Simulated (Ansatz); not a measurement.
Consider the ligand exchange at a B–C bond: `COCBF` + `[OH][GeH3]` → `FB[O][GeH3]` + `COC`.

Gas-phase electronic energies from Ansatz, PBE0-D4/def2-TZVP geometries. CCSD(T)/CBS is the MP2 limit (def2-TZVPP, def2-QZVPP) plus CCSD(T) − MP2 in def2-TZVPP, frozen cores. Functionals use def2-TZVPP. For Ge outer-core shells are correlated without core-valence functions, which leaves a few kJ/mol of doubt a bond. Scalar relativity is left out up to krypton. Each species was taken in one conformer, which may not be the lowest.

`COCBF`:

```xyz
11

C     1.458   -0.120    0.545
O     0.474   -1.025    0.133
C    -0.501   -0.413   -0.682
B    -1.519    0.511    0.072
F    -2.455    1.120   -0.642
H     2.011    0.290   -0.313
H     1.033    0.721    1.112
H     2.154   -0.659    1.189
H    -0.036    0.121   -1.529
H    -1.083   -1.223   -1.145
H    -1.535    0.678    1.259
```

`[OH][GeH3]`:

Z-matrix (Å, degrees):
```
Ge
O 1 1.783
H 1 1.531 2 104.3
H 1 1.541 2 109.9 3 119.6
H 1 1.541 2 109.9 3 -119.6
H 2 0.959 1 112.7 3 180.0
```

`FB[O][GeH3]`:

Cartesian coordinates in Å:
```
F 1.102 0.080 2.558
B 0.315 -0.151 1.514
O 0.680 0.333 0.322
Ge -0.198 0.158 -1.233
H -0.689 -0.785 1.696
H -1.479 -0.648 -0.977
H 0.765 -0.571 -2.175
H -0.496 1.584 -1.705
```

`COC`:

```xyz
9

C    -0.907    0.124    0.715
O    -0.466   -0.525   -0.444
C     0.852   -0.185   -0.767
H    -0.291   -0.142    1.586
H    -1.934   -0.190    0.900
H    -0.884    1.217    0.599
H     1.551   -0.467    0.035
H     1.121   -0.725   -1.675
H     0.958    0.894   -0.951
```

Problem. Is it downhill or uphill in electronic energy at CCSD(T)/CBS, and by how much? (An estimate is asked.)

Solution. Ansatz gave: Downhill: ΔE = -161.0 kJ/mol.

Problem. What do these levels give: PBE-D4, B2PLYP, SCS-MP2/def2-TZVPP, CCSD(T)/def2-TZVPP, HF/CBS(def2), CCSD/CBS(def2)? (Best estimate.)

Solution. The calculation gave: PBE-D4 -154.2, B2PLYP -165.6, SCS-MP2/def2-TZVPP -166.4, CCSD(T)/def2-TZVPP -163.7, HF/CBS(def2) -175.1, CCSD/CBS(def2) -161.6 kJ/mol.

Largest T1 diagnostic among the species: 0.013.

From PBE to PBE0 (25 % exact exchange), in def2-TZVPP and without D4, ΔE moves by −3.0 kJ/mol. In def2-TZVPP, CCSD(T) changes the Hartree–Fock value by +10.4 kJ/mol (the triples alone add +0.7 kJ/mol) and MP2 by +8.6 kJ/mol.
